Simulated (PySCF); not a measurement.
Input file for PySCF: D3(BJ) and D4 dispersion corrections on F3La (SMILES [F][La]([F])[F]).

```python
from pyscf import gto
from pyscf.dispersion import dftd3, dftd4

mol = gto.M(
    atom='''
    La   -0.00139003   -0.00122307   -0.35242350
    F     2.11009810   -0.00931343    0.10871839
    F    -1.04591698    1.83209312    0.11551587
    F    -1.06269109   -1.82155663    0.12828924
    ''',
    basis='def2-svp',
    charge=0, spin=0, verbose=0, max_memory=1800)
d3, d4 = {}, {}
for xc in ['hf', 'pbe', 'blyp', 'revpbe', 'tpss', 'r2scan', 'b3lyp', 'pbe0', 'bhlyp', 'camb3lyp', 'b2plyp']:
    d3[xc] = float(dftd3.DFTD3Dispersion(mol, xc=xc, version='d3bj', atm=False).get_dispersion()['energy'])
    print(f'D3(BJ) {xc:10s} {d3[xc]:14.8f} Eh')
for xc in ['hf', 'pbe', 'blyp', 'revpbe', 'tpss', 'r2scan', 'b3lyp', 'pbe0', 'bhlyp', 'camb3lyp', 'b2plyp']:
    d4[xc] = float(dftd4.DFTD4Dispersion(mol, xc={'camb3lyp': 'cam-b3lyp'}.get(xc, xc), atm=True).get_dispersion()['energy'])
    print(f'D4     {xc:10s} {d4[xc]:14.8f} Eh')
```

Output:

```
D3(BJ) hf            -0.01541066 Eh
D3(BJ) pbe           -0.00150111 Eh
D3(BJ) blyp          -0.00367580 Eh
D3(BJ) revpbe        -0.00325722 Eh
D3(BJ) tpss          -0.00201632 Eh
D3(BJ) r2scan        -0.00040918 Eh
D3(BJ) b3lyp         -0.00315904 Eh
D3(BJ) pbe0          -0.00144765 Eh
D3(BJ) bhlyp         -0.00310492 Eh
D3(BJ) camb3lyp      -0.00158093 Eh
D3(BJ) b2plyp        -0.00179492 Eh
D4     hf            -0.00774389 Eh
D4     pbe           -0.00253108 Eh
D4     blyp          -0.00524571 Eh
D4     revpbe        -0.00552792 Eh
D4     tpss          -0.00332700 Eh
D4     r2scan        -0.00054724 Eh
D4     b3lyp         -0.00416069 Eh
D4     pbe0          -0.00215549 Eh
D4     bhlyp         -0.00411524 Eh
D4     camb3lyp      -0.00226508 Eh
D4     b2plyp        -0.00171196 Eh
```

The run finished.

Cost: very roughly 0.05 core-seconds.
